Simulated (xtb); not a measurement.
Harmonic IR lines of one isomer of C2HNO, unscaled. Calculation: GFN2-xTB in xtb.

```tsv
wavenumber (cm⁻¹)	relative intensity
487	4.5
752	3.9
758	3.2
2133	100
```

Q: Which structure gives these lines?
(A) `N=C=C=O`
(B) `N#CC=O`
(C) `O=c1cn1`

A: C, `O=c1cn1`
